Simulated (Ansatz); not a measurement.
# A rate constant, worked out

An elementary step of GaNH₆O, singlet (GaH₃O ([OH][GaH2]) + NH₃ → GaNH₄ ([NH2][GaH2]) + H₂O (still joined by a long Ga–O bond); Ga–O, H–N broken or loosened, Ga–N, O–H formed or tightened). The start structure is the complex of the reactants, bound by 0.96 eV, and the electronic barrier above it is 0.781 eV by CCSD(T) at an estimated basis limit (MP2 extrapolated from triple and quadruple zeta, plus CCSD(T) − MP2 in triple zeta). Ansatz 0.2.0; basis: def2-TZVPP and def2-QZVPP; cores frozen in the correlated methods. Filled d shells of the heavier atoms are correlated. The def2 sets are not built for correlating such inner shells, so the correlated values are less sure here. Extrapolation: Hartree–Fock as exp(−7.88 √X), correlation as X^−2.97. Harmonic wavenumbers at PBE0-D4/def2-TZVP (Ansatz 0.2.0), in cm⁻¹:

Start: 106, 137, 245, 340, 379, 490, 581, 631, 650, 695, 747, 821, 1173, 1645, 1664, 1923, 1950, 3476, 3602, 3633, 3924.

Saddle: 942i, 365, 381, 413, 439, 519, 558, 666, 688, 740, 747, 771, 795, 1528, 1580, 1826, 1970, 1999, 3558, 3652, 3893.

**Question.** Work out the transition-state-theory rate constant at 800 K from these numbers alone (harmonic vibrations; rotation, path degeneracy and anharmonicity left out), and the Wigner tunnelling factor. Use 1 cm⁻¹ = 1.2398 × 10⁻⁴ eV and k_B = 8.617 × 10⁻⁵ eV/K.

**Answer.** Zero-point energies, half the sums: start 28812/2 cm⁻¹ = 1.7861 eV; saddle, real modes only, 27088/2 cm⁻¹ = 1.6792 eV.
Barrier with zero-point energy: 0.781 + 1.6792 − 1.7861 = 0.6741 eV.
k_BT = 0.06894 eV, so the barrier is 9.78 k_BT.
Vibrational partition functions from the zero-point level, ln q = −Σ ln(1 − exp(−hν/k_BT)): start 8.721, saddle 5.738.
k = (k_BT/h) exp(ln q‡ − ln q) exp(−E0/k_BT), with log₁₀(k_BT/h in s⁻¹) = 13.22: log₁₀ k = 13.22 + (-2.983 − 9.78)/2.3026 = 7.68, so k ≈ 5 × 10^(7) s⁻¹.
Wigner factor: 1 + (hν‡/k_BT)²/24 = 1 + (1.69)²/24 = 1.12. A change of 1 kcal/mol (0.043 eV) in the barrier would change k by a factor of 1.9 at this temperature.

No T1 diagnostic of these runs exceeds 0.013.

Labels in which every atom is bracketed show which atoms are joined, not bond orders.

For scale, one of the runs: CCSD(T)/def2-TZVPP, 194 basis functions, launched by `ansatz run in.yaml --threads 4 --pin off --events-out ev --progress --plain --max-ram 9574MiB`. Hardware: 4 CPU threads of an Arm Neoverse V1, shared host. Wall time 51 s; peak host memory 2.3 GiB.
